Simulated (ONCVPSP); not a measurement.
## Pseudopotential generation for Ta: ONCV, PW91, fully relativistic.

ONCVPSP 4.0.1 was run on this input:

```
# ATOM AND REFERENCE CONFIGURATION
# atsym  z   nc   nv     iexc    psfile
  Ta 73.00    9    5  -109134      upf
#
#   n    l    f
    1    0    2.00
    2    0    2.00
    2    1    6.00
    3    0    2.00
    3    1    6.00
    3    2   10.00
    4    0    2.00
    4    1    6.00
    4    2   10.00
    4    3   14.00
    5    0    2.00
    5    1    6.00
    5    2    3.00
    6    0    2.00
#
# PSEUDOPOTENTIAL AND OPTIMIZATION
# lmax
    3
#
#   l,   rc,      ep,       ncon, nbas, qcut
    0    2.10    0.00    4    7    4.30
    1    2.00    0.00    5    9    5.40
    2    1.90    0.00    4    8    5.20
    3    0.60    0.00    4    8   26.40
#
# LOCAL POTENTIAL
# lloc, lpopt,  rc(5),   dvloc0
    4    4    0.50    4.00
#
# VANDERBILT-KLEINMAN-BYLANDER PROJECTORs
# l, nproj, debl
    0    2    2.90
    1    2    1.20
    2    1    1.00
    3    2    1.30
#
# MODEL CORE CHARGE
# icmod, fcfact, rcfact
    0    0.00    0.00
#
# LOG DERIVATIVE ANALYSIS
# epsh1, epsh2, depsh
   -4.00    5.00    0.02
#
# OUTPUT GRID
# rlmax, drl
    6.00    0.01
#
# TEST CONFIGURATIONS
# ncnf
    4
# nvcnf
#   n    l    f
    5
    4    3   14.00
    5    0    2.00
    5    1    6.00
    5    2    3.00
    6    0    1.00
#
    5
    4    3   14.00
    5    0    2.00
    5    1    6.00
    5    2    3.00
    6    0    0.00
#
    5
    4    3   14.00
    5    0    2.00
    5    1    6.00
    5    2    2.00
    6    0    0.00
#
    5
    4    3   14.00
    5    0    2.00
    5    1    6.00
    5    2    4.00
    6    0    0.00
#
```

Command:

```bash
oncvpspr.x < Ta.dat > Ta.out
```

Resulting log (shortened: citation, most of the input echo, consistency checks and plot data are left out):

```
ONCVPSP  (Optimized Norm-Conservinng Vanderbilt PSeudopotential)
relativistic version 4.0.1

#   n    l    f        energy (Ha)
    1    0    2.00    -2.4726867D+03
    2    0    2.00    -4.2454802D+02
    2    1    6.00    -3.5901933D+02    -4.0571598D+02
    3    0    2.00    -9.7248860D+01
    3    1    6.00    -7.8833206D+01    -8.8885960D+01
    3    2   10.00    -6.2534324D+01    -6.4723652D+01
    4    0    2.00    -1.9824864D+01
    4    1    6.00    -1.4063015D+01    -1.6378539D+01
    4    2   10.00    -7.9782985D+00    -8.4035709D+00
    4    3   14.00    -8.7510269D-01    -9.4797005D-01
    5    0    2.00    -2.6788672D+00
    5    1    6.00    -1.3591704D+00    -1.6812212D+00
    5    2    3.00    -1.2572917D-01    -1.4722962D-01
    6    0    2.00    -2.0198304D-01

Reference configufation results
  iterations    32
  all-electron total energy (Ha)   -1.56275018D+04

Begin loop to  construct optimized pseudo wave functions
and semi-local pseudopoentials for all angular momenta

Calculating optimized projector #   1

 for l=   0

    Fraction of norm inside rc  0.986608
    Optimizing pswf for qcut=   4.30 a_B^-1,  ecut=   9.27 Ha
    Residual kinetic energy error=  4.82D-05 Ha

    Energy error per electron        Cutoff
         Ha          eV             Ha
         0.01000     0.27211        4.69
         0.00100     0.02721        6.15
         0.00010     0.00272        7.61
         0.00001     0.00027       26.41

Calculating optimized projector #   2

 for l=   0

    Fraction of norm inside rc  0.127727
    Optimizing pswf for qcut=   4.30 a_B^-1,  ecut=   9.27 Ha
    Residual kinetic energy error=  4.42D-04 Ha

    Energy error per electron        Cutoff
         Ha          eV             Ha
         0.01000     0.27211        3.75
         0.00100     0.02721        5.73
         0.00010     0.00272       23.87
         0.00001     0.00027       38.36

WARNING wellstate: negative energy specified for n= 6 l=  1
WARNING scattering state with energy  0.25000000
WARNING will be used for the first projector

   Wellstate for l =  1  n =  6 kap= -2
     eigenvalue =   0.2500
     asymptotic potential =   0.7500
     half-point radius =  3.6877

Calculating optimized projector #   1

 for l=   1

    Fraction of norm inside rc  0.913703
    Optimizing pswf for qcut=   5.39 a_B^-1,  ecut=  14.55 Ha
    Residual kinetic energy error=  7.77D-05 Ha

    Energy error per electron        Cutoff
         Ha          eV             Ha
         0.01000     0.27211        7.71
         0.00100     0.02721        9.74
         0.00010     0.00272       12.26
         0.00001     0.00027       60.60

Calculating optimized projector #   2

 for l=   1

    Fraction of norm inside rc  0.109263
    Optimizing pswf for qcut=   5.39 a_B^-1,  ecut=  14.55 Ha
    Residual kinetic energy error=  1.23D-04 Ha

    Energy error per electron        Cutoff
         Ha          eV             Ha
         0.01000     0.27211        6.79
         0.00100     0.02721        9.05
         0.00010     0.00272       15.54
         0.00001     0.00027       57.05

   Wellstate for l =  1  n =  6 kap=  1
     eigenvalue =  -0.4812

Calculating optimized projector #   1

 for l=   1

    Fraction of norm inside rc  0.948774
    Optimizing pswf for qcut=   5.39 a_B^-1,  ecut=  14.55 Ha
    Residual kinetic energy error=  3.47D-05 Ha

    Energy error per electron        Cutoff
         Ha          eV             Ha
         0.01000     0.27211        9.30
         0.00100     0.02721       11.68
         0.00010     0.00272       13.77
         0.00001     0.00027       20.16

Calculating optimized projector #   2

 for l=   1

    Fraction of norm inside rc  0.122702
    Optimizing pswf for qcut=   5.39 a_B^-1,  ecut=  14.55 Ha
    Residual kinetic energy error=  4.92D-05 Ha

    Energy error per electron        Cutoff
         Ha          eV             Ha
         0.01000     0.27211        8.13
         0.00100     0.02721       10.63
         0.00010     0.00272       13.31
         0.00001     0.00027       48.16

Calculating optimized projector #   1

 for l=   2

    Fraction of norm inside rc  0.434242
    Optimizing pswf for qcut=   5.20 a_B^-1,  ecut=  13.51 Ha
    Residual kinetic energy error=  3.13D-04 Ha

    Energy error per electron        Cutoff
         Ha          eV             Ha
         0.01000     0.27211        9.09
         0.00100     0.02721       12.07
         0.00010     0.00272       19.93
         0.00001     0.00027       57.72

Calculating optimized projector #   1

 for l=   2

    Fraction of norm inside rc  0.473229
    Optimizing pswf for qcut=   5.20 a_B^-1,  ecut=  13.51 Ha
    Residual kinetic energy error=  4.97D-04 Ha

    Energy error per electron        Cutoff
         Ha          eV             Ha
         0.01000     0.27211        9.58
         0.00100     0.02721       12.66
         0.00010     0.00272       24.74
         0.00001     0.00027       60.91

   Wellstate for l =  3  n =  5 kap= -4
     eigenvalue =   0.4249
     asymptotic potential =   0.9249
     half-point radius =  7.1796

Calculating optimized projector #   1

 for l=   3

    Fraction of norm inside rc  0.543656
    Optimizing pswf for qcut=  26.37 a_B^-1,  ecut= 347.71 Ha
    Residual kinetic energy error=  8.32D-05 Ha

    Energy error per electron        Cutoff
         Ha          eV             Ha
         0.01000     0.27211      275.43
         0.00100     0.02721      311.67
         0.00010     0.00272      344.79
         0.00001     0.00027      745.78

Calculating optimized projector #   2

 for l=   3

    Fraction of norm inside rc  0.002881
    Optimizing pswf for qcut=  26.37 a_B^-1,  ecut= 347.71 Ha
    Residual kinetic energy error=  5.48D-07 Ha

    Energy error per electron        Cutoff
         Ha          eV             Ha
         0.01000     0.27211      146.30
         0.00100     0.02721      216.56
         0.00010     0.00272      269.23
         0.00001     0.00027      308.62

   Wellstate for l =  3  n =  5 kap=  3
     eigenvalue =   0.3520

Calculating optimized projector #   1

 for l=   3

    Fraction of norm inside rc  0.555762
    Optimizing pswf for qcut=  26.37 a_B^-1,  ecut= 347.71 Ha
    Residual kinetic energy error=  8.90D-05 Ha

    Energy error per electron        Cutoff
         Ha          eV             Ha
         0.01000     0.27211      276.39
         0.00100     0.02721      312.59
         0.00010     0.00272      346.25
         0.00001     0.00027      749.80

Calculating optimized projector #   2

 for l=   3

    Fraction of norm inside rc  0.002682
    Optimizing pswf for qcut=  26.37 a_B^-1,  ecut= 347.71 Ha
    Residual kinetic energy error=  5.48D-07 Ha

    Energy error per electron        Cutoff
         Ha          eV             Ha
         0.01000     0.27211      145.50
         0.00100     0.02721      216.10
         0.00010     0.00272      269.02
         0.00001     0.00027      308.54

Construct Vanderbilt / Kleinmman-Bylander projectors

B matrix Hermiticity error, ll=  0  kap= -1
   1   2    3.0335D-04

  Orthonormal projector coefficients  3.6156E+01  1.7322E+00

B matrix Hermiticity error, ll=  1  kap= -2
   1   2    2.0635D-04

  Orthonormal projector coefficients  2.2449E+01  1.1055E+00

B matrix Hermiticity error, ll=  1  kap=  1
   1   2    2.5742D-04

  Orthonormal projector coefficients  2.3949E+01  1.1226E+00

B matrix Hermiticity error, ll=  3  kap= -4
   1   2    1.0287D-04

  Orthonormal projector coefficients -5.6008E+01 -1.4088E+01

B matrix Hermiticity error, ll=  3  kap=  3
   1   2    1.0674D-04

  Orthonormal projector coefficients -5.6089E+01 -1.4005E+01

 Orthonormal scalar projector coefficients, l =  1
  2.2915E+01  1.1072E+00  3.7028E-02  5.9053E-04

 Orthonormal spin-orbit projector coefficients, l =  1
 -1.8903E+00  7.0704E-01  1.8060E-01 -9.1939E-03

 Orthonormal scalar projector coefficients, l =  2
  9.1795E+00  1.9397E-03

 Orthonormal spin-orbit projector coefficients, l =  2
 -2.3009E-01  5.1591E-02

 Orthonormal scalar projector coefficients, l =  3
 -5.6041E+01 -1.4052E+01 -1.8732E-03 -5.9340E-07

 Orthonormal spin-orbit projector coefficients, l =  3
 -2.1495E-01  1.6401E-01  5.0589E-02 -5.4537E-05

Pseudoatom total energy -340.454950

Diagnostic tests using Vanderbilt-Kleinman-Bylander pseudopotentials
  relativistic with J = L +/- 1/2 projectors

   l  kap   rcore       rmatch      e in        delta e    norm test   slope test

   0  -1   2.1017566   2.1655705  -2.6788672   0.0000017   1.0002021   1.0001822
   0  -1   2.1017566   2.1655705  -0.2019830   0.0000010   1.0000248   1.0000194

   1  -2   2.0035426   2.0643745  -1.3591704  -0.0000003   1.0001378   1.0001430
   1   1   2.0035426   2.0643745  -1.6812212   0.0000023   1.0001693   1.0001647
   1  -2   2.0035426   2.0643745   0.2500000   0.0000114   1.0002413   1.0002413
   1   1   2.0035426   2.0643745   0.1884614   0.0000145   1.0002047   1.0002047

   2  -3   1.9099181   1.9679073  -0.1257292  -0.0000022   0.9999998   1.0000237
   2   2   1.9099181   1.9679073  -0.1472296   0.0000058   1.0000051   0.9999791

   3  -4   0.6020110   0.6202894  -0.8751027  -0.0000918   1.0005504   1.0005787
   3   3   0.6020110   0.6202894  -0.9479700   0.0015160   1.0006787   0.9996924
   3  -4   0.6020110   0.6202894   0.4248973  -0.0001700   1.0010727   1.0010727
   3   3   0.6020110   0.6202894   0.4244843   0.0000784   1.0011133   1.0011133

Diagnostic tests using Vanderbilt-Kleinman-Bylander pseudopotentials
  relativistic with scalar and spin-orbit non-local projectors

   l  kap   rcore       rmatch      e in        delta e    norm test   slope test

   0  -1   2.1017566   2.1655705  -2.6788672   0.0000017   1.0002021   1.0001822
   0  -1   2.1017566   2.1655705  -0.2019830   0.0000010   1.0000248   1.0000194

   1  -2   2.0035426   2.0643745  -1.3591704  -0.0000005   1.0001375   1.0001426
   1   1   2.0035426   2.0643745  -1.6812212   0.0000023   1.0001692   1.0001645
   1  -2   2.0035426   2.0643745   0.2500000   0.0000096   1.0002425   1.0002425
   1   1   2.0035426   2.0643745   0.1884614   0.0000111   1.0002059   1.0002059

   2  -3   1.9099181   1.9679073  -0.1257292  -0.0002421   0.9998724   0.9974776
   2   2   1.9099181   1.9679073  -0.1472296  -0.0002673   0.9999353   0.9978323

   3  -4   0.6020110   0.6202894  -0.8751027   0.0000238   1.0005557   1.0006559
   3   3   0.6020110   0.6202894  -0.9479700   0.0016316   1.0006830   0.9997637
   3  -4   0.6020110   0.6202894   0.4248973   0.0000309   1.0010742   1.0010742
   3   3   0.6020110   0.6202894   0.4244843   0.0002759   1.0011145   1.0011145

Ghost test for J = L + 1/2

 Testing for bound ghosts
   n   l    E NL Schr. Eq   E Basis Diag.   E Cutoff

       0                      -21.776005     43.39  WARNING - GHOST(-)
   1   0       -2.678865       -2.678158     43.39
   2   0       -0.201982       -0.187221     43.39

       1                      -11.009445     98.96  WARNING - GHOST(-)
   2   1       -1.359171       -1.359146     98.96

       2                       -2.644005     70.59  WARNING - GHOST(-)
   3   2       -0.125731       -0.117714     70.59

   4   3       -0.875195       -0.820571   1070.75

 Testing for highly-localized positive-energy ghosts
       l    <radius>/rc     E Basis Diag.   E Cutoff

       0        0.942780        3.387632     43.39  WARNING - GHOST(+)

Ghost test for J = L - 1/2

 Testing for bound ghosts
   n   l    E NL Schr. Eq   E Basis Diag.   E Cutoff

       0                      -21.776005     43.39  WARNING - GHOST(-)
   1   0       -2.678865       -2.678158     43.39
   2   0       -0.201982       -0.187221     43.39

       1                       -8.667326     98.96  WARNING - GHOST(-)
   2   1       -1.681219       -1.681184     98.96

       2                       -2.165064     70.59  WARNING - GHOST(-)
   3   2       -0.147224       -0.140968     70.59

   4   3       -0.946454       -0.896231   1070.75

 Testing for highly-localized positive-energy ghosts
       l    <radius>/rc     E Basis Diag.   E Cutoff

       0        0.942780        3.387632     43.39  WARNING - GHOST(+)

       3        0.992658       -0.896231   1070.75  WARNING - GHOST(+)

Test configuration 0

   n   l kap    f        eae           eps        diff
   1   0  -1  2.0000-2472.68666297
   2   0  -1  2.0000 -424.54801711
   2   1  -2  4.0000 -359.01933120
   2   1   1  2.0000 -405.71598102
   3   0  -1  2.0000  -97.24885989
   3   1  -2  4.0000  -78.83320622
   3   1   1  2.0000  -88.88595965
   3   2  -3  6.0000  -62.53432446
   3   2   2  4.0000  -64.72365215
   4   0  -1  2.0000  -19.82486395
   4   1  -2  4.0000  -14.06301530
   4   1   1  2.0000  -16.37853869
   4   2  -3  6.0000   -7.97829849
   4   2   2  4.0000   -8.40357091
   4   3  -4  8.0000   -0.87510269   -0.87519450   -9.18E-05
   4   3   3  6.0000   -0.94797005   -0.94645406    1.52E-03
   5   0  -1  2.0000   -2.67886716   -2.67886549    1.67E-06
   5   1  -2  4.0000   -1.35917038   -1.35917065   -2.70E-07
   5   1   1  2.0000   -1.68122121   -1.68121887    2.34E-06
   5   2  -3  1.8000   -0.12572917   -0.12573138   -2.21E-06
   5   2   2  1.2000   -0.14722962   -0.14722382    5.79E-06
   6   0  -1  2.0000   -0.20198304   -0.20198204    1.00E-06

    Total energies and differences
      AE_ref= -1.56275018E+04  AE_tst= -1.56275018E+04  dif=  0.00E+00
      PS_ref= -3.40454950E+02  PS_tst= -3.40454950E+02  dif=  1.99E-12
      PSP excitation error= -1.99E-12

Test configuration 1

   n   l kap    f        eae           eps        diff
   1   0  -1  2.0000-2472.95409963
   2   0  -1  2.0000 -424.81338944
   2   1  -2  4.0000 -359.28473725
   2   1   1  2.0000 -405.98152572
   3   0  -1  2.0000  -97.51426283
   3   1  -2  4.0000  -79.09861121
   3   1   1  2.0000  -89.15136977
   3   2  -3  6.0000  -62.79961991
   3   2   2  4.0000  -64.98894239
   4   0  -1  2.0000  -20.09030601
   4   1  -2  4.0000  -14.32840881
   4   1   1  2.0000  -16.64396344
   4   2  -3  6.0000   -8.24357380
   4   2   2  4.0000   -8.66886535
   4   3  -4  8.0000   -1.14027362   -1.14331374   -3.04E-03
   4   3   3  6.0000   -1.21314511   -1.21465155   -1.51E-03
   5   0  -1  2.0000   -2.94404324   -2.94520966   -1.17E-03
   5   1  -2  4.0000   -1.62505880   -1.62509526   -3.65E-05
   5   1   1  2.0000   -1.94685113   -1.94704465   -1.94E-04
   5   2  -3  1.8000   -0.37864271   -0.37850873    1.34E-04
   5   2   2  1.2000   -0.40216022   -0.40201899    1.41E-04
   6   0  -1  1.0000   -0.42938252   -0.42953041   -1.48E-04

    Total energies and differences
      AE_ref= -1.56275018E+04  AE_tst= -1.56271883E+04  dif=  3.14E-01
      PS_ref= -3.40454950E+02  PS_tst= -3.40141373E+02  dif=  3.14E-01
      PSP excitation error= -6.36E-05

Test configuration 2

   n   l kap    f        eae           eps        diff
   1   0  -1  2.0000-2473.26498779
   2   0  -1  2.0000 -425.12147710
   2   1  -2  4.0000 -359.59287960
   2   1   1  2.0000 -406.28986890
   3   0  -1  2.0000  -97.82197469
   3   1  -2  4.0000  -79.40632242
   3   1   1  2.0000  -89.45911240
   3   2  -3  6.0000  -63.10724494
   3   2   2  4.0000  -65.29657175
   4   0  -1  2.0000  -20.39807504
   4   1  -2  4.0000  -14.63614997
   4   1   1  2.0000  -16.95171800
   4   2  -3  6.0000   -8.55118547
   4   2   2  4.0000   -8.97649416
   4   3  -4  8.0000   -1.44759646   -1.45471062   -7.11E-03
   4   3   3  6.0000   -1.52048979   -1.52616953   -5.68E-03
   5   0  -1  2.0000   -3.25089631   -3.25371492   -2.82E-03
   5   1  -2  4.0000   -1.93113859   -1.93131515   -1.77E-04
   5   1   1  2.0000   -2.25345782   -2.25399776   -5.40E-04
   5   2  -3  1.8000   -0.66495544   -0.66467700    2.78E-04
   5   2   2  1.2000   -0.69074825   -0.69046675    2.82E-04
   6   0  -1  0.0000   -0.67899061   -0.67899061    0.00E+00

    Total energies and differences
      AE_ref= -1.56275018E+04  AE_tst= -1.56266359E+04  dif=  8.66E-01
      PS_ref= -3.40454950E+02  PS_tst= -3.39588689E+02  dif=  8.66E-01
      PSP excitation error= -3.50E-04

Test configuration 3

   n   l kap    f        eae           eps        diff
   1   0  -1  2.0000-2473.72963854
   2   0  -1  2.0000 -425.58801544
   2   1  -2  4.0000 -360.05946515
   2   1   1  2.0000 -406.75642861
   3   0  -1  2.0000  -98.28528520
   3   1  -2  4.0000  -79.86960543
   3   1   1  2.0000  -89.92257821
   3   2  -3  6.0000  -63.57110173
   3   2   2  4.0000  -65.76052078
   4   0  -1  2.0000  -20.86127551
   4   1  -2  4.0000  -15.09965457
   4   1   1  2.0000  -17.41499786
   4   2  -3  6.0000   -9.01499312
   4   2   2  4.0000   -9.44022911
   4   3  -4  8.0000   -1.91029362   -1.91381421   -3.52E-03
   4   3   3  6.0000   -1.98330510   -1.98529927   -1.99E-03
   5   0  -1  2.0000   -3.70939112   -3.71086216   -1.47E-03
   5   1  -2  4.0000   -2.37699463   -2.37712720   -1.33E-04
   5   1   1  2.0000   -2.70560642   -2.70583628   -2.30E-04
   5   2  -3  1.2000   -1.06034401   -1.06009911    2.45E-04
   5   2   2  0.8000   -1.09056364   -1.09027838    2.85E-04
   6   0  -1  0.0000   -1.00080347   -1.00080347    0.00E+00

    Total energies and differences
      AE_ref= -1.56275018E+04  AE_tst= -1.56257662E+04  dif=  1.74E+00
      PS_ref= -3.40454950E+02  PS_tst= -3.38719279E+02  dif=  1.74E+00
      PSP excitation error= -7.76E-05

Test configuration 4

   n   l kap    f        eae           eps        diff
   1   0  -1  2.0000-2472.87487106
   2   0  -1  2.0000 -424.73010526
   2   1  -2  4.0000 -359.20150652
   2   1   1  2.0000 -405.89854138
   3   0  -1  2.0000  -97.43197085
   3   1  -2  4.0000  -79.01632927
   3   1   1  2.0000  -89.06904817
   3   2  -3  6.0000  -62.71698516
   3   2   2  4.0000  -64.90627276
   4   0  -1  2.0000  -20.00784799
   4   1  -2  4.0000  -14.24571359
   4   1   1  2.0000  -16.56144124
   4   2  -3  6.0000   -8.16052791
   4   2   2  4.0000   -8.58589355
   4   3  -4  8.0000   -1.05729872   -1.06619378   -8.90E-03
   4   3   3  6.0000   -1.13013741   -1.13764239   -7.50E-03
   5   0  -1  2.0000   -2.86169113   -2.86553785   -3.85E-03
   5   1  -2  4.0000   -1.54936403   -1.54969261   -3.29E-04
   5   1   1  2.0000   -1.86788690   -1.86870682   -8.20E-04
   5   2  -3  2.4000   -0.32721895   -0.32701422    2.05E-04
   5   2   2  1.6000   -0.34872384   -0.34851859    2.05E-04
   6   0  -1  0.0000   -0.39853559   -0.39853559    0.00E+00

    Total energies and differences
      AE_ref= -1.56275018E+04  AE_tst= -1.56271359E+04  dif=  3.66E-01
      PS_ref= -3.40454950E+02  PS_tst= -3.40088447E+02  dif=  3.67E-01
      PSP excitation error= -6.04E-04
```

Note: ghosts flagged at negative energy: s at -592.6 eV, p3/2 at -299.6 eV, d5/2 at -71.9 eV, p1/2 at -235.8 eV, d3/2 at -58.9 eV and 1 more; GHOST(+) flagged for s at 92.2 eV. A true bound ghost makes a file unfit for plane-wave use.

The run took about 14 s on one core of a shared server CPU.
